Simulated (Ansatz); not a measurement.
`C[NH][SnH2][F]` + CH₃OH → `C[NH][SnH2][O]C` + H–F  (ligand exchange at the Sn–F bond)

Program: Ansatz. Geometries: PBE0-D4/def2-TZVP. ΔE: electronic, gas phase. CCSD(T)/CBS is the MP2 limit (def2-TZVPP, def2-QZVPP) plus CCSD(T) − MP2 in def2-TZVPP, frozen cores. This one scheme is used for every species. DFT in def2-TZVPP. B3LYP here is the variant with VWN-RPA as its local correlation; programs differ in this. Elements past krypton have def2 core potentials. For Sn outer-core shells are correlated without core-valence functions, which leaves a few kJ/mol of doubt a bond. One conformer a species, not always the lowest.

| level | ΔE (kJ/mol) | difference from CCSD(T)/CBS |
| --- | --- | --- |
| PBE-D4 | 48.5 | 8.4 |
| r2SCAN-D4 | 50.9 | 10.8 |
| PBE0-D4 | 47.2 | 7.1 |
| B3LYP-D4 | 49.4 | 9.3 |
| ωB97X-V | 51.7 | 11.6 |
| ωB97M-V | 50.1 | 10.0 |
| B2PLYP | 51.4 | 11.3 |
| PBE | 54.9 | 14.8 |
| r2SCAN | 52.9 | 12.8 |
| PBE0 | 53.0 | 12.9 |
| B3LYP | 59.4 | 19.3 |
| HF/def2-TZVPP | 61.8 | 21.7 |
| MP2/def2-TZVPP | 35.9 | -4.2 |
| SCS-MP2/def2-TZVPP | 41.8 | 1.7 |
| CCSD/def2-TZVPP | 42.7 | 2.6 |
| CCSD(T)/def2-TZVPP | 39.7 | -0.4 |
| HF/def2-QZVPP | 63.4 | 23.3 |
| MP2/def2-QZVPP | 36.7 | -3.4 |
| SCS-MP2/def2-QZVPP | 42.7 | 2.6 |
| HF/CBS(def2) | 63.6 | 23.5 |
| MP2/CBS(def2) | 36.4 | -3.7 |
| CCSD/CBS(def2) | 43.2 | 3.1 |
| CCSD(T)/CBS | 40.1 | 0 |

Largest T1 diagnostic among the species: 0.013.

The D4 term adds −10.0 kJ/mol with B3LYP and −5.8 kJ/mol with PBE0; it sums over pairs of atoms, weighted by their polarisabilities, and B3LYP, whose exchange is more repulsive, gets the larger term. In def2-TZVPP, CCSD(T) changes the Hartree–Fock value by −22.1 kJ/mol (the triples alone add −3.1 kJ/mol) and MP2 by −25.9 kJ/mol.
